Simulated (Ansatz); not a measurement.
The cluster Mo2S2⁺: single points at one geometry.

```yaml
crystal:
  periodic: [false, false, false]
  atoms:
    - {symbol: Mo, position_ang: [-0.134560, 0.671275, -1.139772]}
    - {symbol: Mo, position_ang: [0.122940, -0.613486, 1.041186]}
    - {symbol: S, position_ang: [1.888694, 0.241010, -0.013734]}
    - {symbol: S, position_ang: [-1.877074, -0.298799, 0.112310]}
basis:
  gaussian: {orbitals: def2-TZVP, initial_orbitals: start.molden}
total_charge: 1
magnetization: {spin_polarized: true, initial_magnetization: 1}
hamiltonian: {xc: pbe0, dispersion: d4}
scf: {omitted_lower_state_checks: [starts]}
output: {orbitals: {seedname: orbitals}}
```

The file start.molden holds the orbitals of an earlier run on this structure, at another level or in another basis.

```sh
$ ansatz run in.yaml --threads 4 --pin off --events-out ev --progress --plain --max-ram 3916MiB
```

It prints (some lines left out):

```
Functional definition: PBE0
1298 factors; their error is unknown
mean field evaluation 1: about -25367.9883 eV, gradient 8.4e1 eV
mean field evaluation 2: about -25369.6378 eV, gradient 2.5e0 eV
mean field evaluation 4: about -25369.8563 eV, gradient 2.8e-1 eV
mean field evaluation 8: about -25369.8565 eV, gradient 2.3e-5 eV
mean field -25369.85648209 eV, -932.3250294104 hartree, gradient 2.4e-5 eV, S^2 2.774640; 0 other end points of the search recorded, 0 dependent functions left out
reference -25369.85651863 eV, -932.3250307534 hartree; 30, 29 occupied and 124, 125 virtual orbitals, 1298 factors
Total energy: -25370.05429838 eV, -932.3322990249 hartree
Checks for a lower state left out: starts
```

Hardware: 4 threads of Arm Neoverse V2 on a shared host. Wall time 5.5 s, peak host memory 0.55 GiB.

First input, but with `correlation: {method: mp2}` and without the key `hamiltonian` (abridged; 4.8 s):

```
Functional definition: HF
mean field -25307.45165163 eV, -930.0316941907 hartree, gradient 8.0e-8 eV, S^2 3.620653
10 core orbitals not correlated: weight in the atoms' cores, before any rotation towards them, 1.000 or more for the frozen orbitals, at most 0.000 for the correlated occupied ones
second order -28.08109988 eV of doubles, -0.00000000 eV of singles
Total energy: -25335.53275151 eV, -931.0636555771 hartree
Checks for a lower state left out: starts
```

The first input with `hamiltonian: {xc: r2scan, dispersion: d4}` (abridged; 9 s):

```
Functional definition: r2SCAN
mean field -25378.82391996 eV, -932.6545766738 hartree, gradient 2.1e-5 eV, S^2 2.691707
Total energy: -25378.86690093 eV, -932.6561561954 hartree
Checks for a lower state left out: starts
```

The first input with `gaussian: {orbitals: STO-3G}`, `hamiltonian: {xc: hf}` (abridged; 6 s):

```
Functional definition: HF
mean field evaluation 16: about -235601.6174 eV, gradient 2.7e0 eV
mean field evaluation 32: about -235602.2038 eV, gradient 5.0e-5 eV
mean field -235602.20377263 eV, -8658.2212917348 hartree, gradient 8.0e-6 eV, S^2 3.980258
Total energy: -235602.20377263 eV, -8658.2212917348 hartree
Checks for a lower state left out: starts
```

First input, but with `gaussian: {orbitals: def2-SVP, initial_orbitals: start.molden}` (abridged; 3.1 s):

```
Functional definition: PBE0
mean field -25360.92538825 eV, -931.9968177655 hartree, gradient 3.0e-5 eV, S^2 2.763034
Total energy: -25361.12321038 eV, -932.0040875946 hartree
Checks for a lower state left out: starts
```

As the first input, with `hamiltonian: {xc: {name: BLYP}, dispersion: d4}` (abridged; 4.4 s):

```
Functional definition: BLYP
mean field -25377.04007312 eV, -932.5890215114 hartree, gradient 2.4e-5 eV, S^2 2.237684
Total energy: -25377.52189021 eV, -932.6067279632 hartree
Checks for a lower state left out: starts
```

First input, but with `hamiltonian: {xc: {name: revPBE}, dispersion: d4}` (abridged; 3.5 s):

```
Functional definition: revPBE
mean field -25377.69536315 eV, -932.6131029759 hartree, gradient 9.8e-6 eV, S^2 2.399213
Total energy: -25378.16385001 eV, -932.6303195504 hartree
Checks for a lower state left out: starts
```

Geometry: PBE0-D4/def2-SVP.

In the def2 sets Mo takes a core potential, while STO-3G treats all electrons; there is no spin–orbit coupling. Correlated methods freeze 10 core orbitals; core or outer-core shells of Mo are correlated, in sets that lack core-valence functions. At PBE0-D4/def2-TZVP, MP2/def2-TZVP, r2SCAN-D4/def2-TZVP, HF/STO-3G and others the charge 1 doublet is spin-contaminated (final ⟨S²⟩ up to 3.98, 0.75 for a pure state). The structure comes from a short search, and lower isomers may exist.
